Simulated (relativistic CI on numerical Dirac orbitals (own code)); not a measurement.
# Slater and spin-orbit integrals, Ta38+

Calculated at this level of theory: Dirac-Coulomb-Breit CI, orbitals from a KLI potential per configuration, model QED (radiative potential, 1s self-energy scaled to tabulated hydrogen-like ionisation energies), unscaled Slater integrals (own radial code, finite nucleus).

Slater integrals F^k, G^k are unscaled and averaged over j, outside the closed core [Ar] 3d10; ζ comes from projecting the Hamiltonian with its Breit term on Σ l·s of the shell.

- 4s²4p⁵: ζ(4p) = 465160 cm⁻¹; <r>(4p) = 0.4213, <r^2>(4p) = 0.2009 (bohr units).
- 4s²4p⁴4d: F^2(4p,4p) = 242150, ζ(4p) = 465790, F^2(4p,4d) = 238520, G^1(4p,4d) = 294920, G^3(4p,4d) = 189410, ζ(4d) = 58686 cm⁻¹; <r>(4p) = 0.4214, <r^2>(4p) = 0.201, <r>(4d) = 0.4204, <r^2>(4d) = 0.202 (bohr units).
- 4s4p⁵4d: G^1(4s,4p) = 316970, ζ(4p) = 465490, G^2(4s,4d) = 234310, F^2(4p,4d) = 238470, G^1(4p,4d) = 294870, G^3(4p,4d) = 189370, ζ(4d) = 58992 cm⁻¹; <r>(4s) = 0.4107, <r^2>(4s) = 0.1897, <r>(4p) = 0.4214, <r^2>(4p) = 0.201, <r>(4d) = 0.4205, <r^2>(4d) = 0.2021 (bohr units).

Averages of the first 10 configurations, taken without configuration mixing, which lowers the lowest level and can move excited configurations by several eV; other configurations of the list can lie among them:

```json
{"Configuration": "4s²4p⁵", "Parity": "odd", "States": "6", "Average energy above the lowest level (eV)": "30.5"}
{"Configuration": "4s4p⁶", "Parity": "even", "States": "2", "Average energy above the lowest level (eV)": "198.8"}
{"Configuration": "4s²4p⁴4d", "Parity": "even", "States": "150", "Average energy above the lowest level (eV)": "225.0"}
{"Configuration": "4s4p⁵4d", "Parity": "odd", "States": "120", "Average energy above the lowest level (eV)": "388.6"}
{"Configuration": "4s²4p⁴4f", "Parity": "odd", "States": "210", "Average energy above the lowest level (eV)": "415.8"}
{"Configuration": "4s4p⁵4f", "Parity": "even", "States": "168", "Average energy above the lowest level (eV)": "579.7"}
{"Configuration": "4p⁶4d", "Parity": "even", "States": "10", "Average energy above the lowest level (eV)": "563.1"}
{"Configuration": "4s4p⁴4d²", "Parity": "even", "States": "1350", "Average energy above the lowest level (eV)": "581.6"}
{"Configuration": "4s²4p³4d4f", "Parity": "even", "States": "2800", "Average energy above the lowest level (eV)": "611.0"}
{"Configuration": "4p⁶4f", "Parity": "odd", "States": "14", "Average energy above the lowest level (eV)": "754.4"}
```
